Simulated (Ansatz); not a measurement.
Harmonic frequencies (cm⁻¹) at PBE0-D4/def2-TZVP from Ansatz: 131, 174, 186, 233, 279, 434, 436, 495, 547, 638, 789, 1158, 1520, 3554, 3677.

Each molecule was computed in one conformer, which needn't be the lowest.

Question: Which molecule is it?
A. `[F][V]([F])([F])([F])[F]`
B. `[NH2][V](=[O])([Cl])[Cl]`
C. `[NH2][V](=[O])([F])[Cl]`
D. `[NH2][V](=[O])([OH])[Cl]`

Answer: B.
